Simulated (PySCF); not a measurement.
PySCF job for CAlCl2F3, SMILES F[C](F)([Al]([Cl])[Cl])F, KT2/pcSseg-1. Coordinates come from a PBE0-D3(BJ)/def2-SVP optimisation. The structure was generated by enumeration; whether it is a known compound was not checked.

```python
import numpy as np
from pyscf import gto, scf, dft
from pyscf.prop.nmr import rks as nmr

mol = gto.M(
    atom='''
    Al   -0.07893525    0.13325995    0.54221401
    C     0.14654808   -0.34142349   -1.39778111
    F    -0.70866733    0.30463886   -2.20206418
    F    -0.02154701   -1.65519005   -1.61885348
    F     1.38940267   -0.02965657   -1.81401607
    Cl   -1.15848316    1.82522912    1.08535878
    Cl    0.81814050   -1.07593316    1.97654168
    ''',
    basis='pcSseg-1',
    charge=0,
    spin=0,
    max_memory=1600,
    verbose=3,
)
mf = dft.RKS(mol, xc='kt2')
mf.grids.level = 3
mf.conv_tol = 1e-10
mf.max_cycle = 100
mf.kernel()
n = nmr.NMR(mf)
n.verbose = 2
n.max_cycle_cphf = 60
sigma = n.kernel()
print('atom   isotropic/ppm   span/ppm')
for i, s in enumerate(sigma):
    w = np.linalg.eigvalsh((s + s.T) / 2)
    print(f'{mol.atom_symbol(i):2s}{i + 1:3d} {w.mean():14.3f} {w[2] - w[0]:11.3f}')
```

It prints:

```
converged SCF energy = -1514.09490975094
atom   isotropic/ppm   span/ppm
Al  1        411.581      79.580
C   2         50.262       3.981
F   3        214.737     204.298
F   4        214.413     205.156
F   5        214.141     210.161
Cl  6        880.284     302.603
Cl  7        879.790     298.028
```

Self-consistency was reached.

Cost: roughly 22 core-seconds.
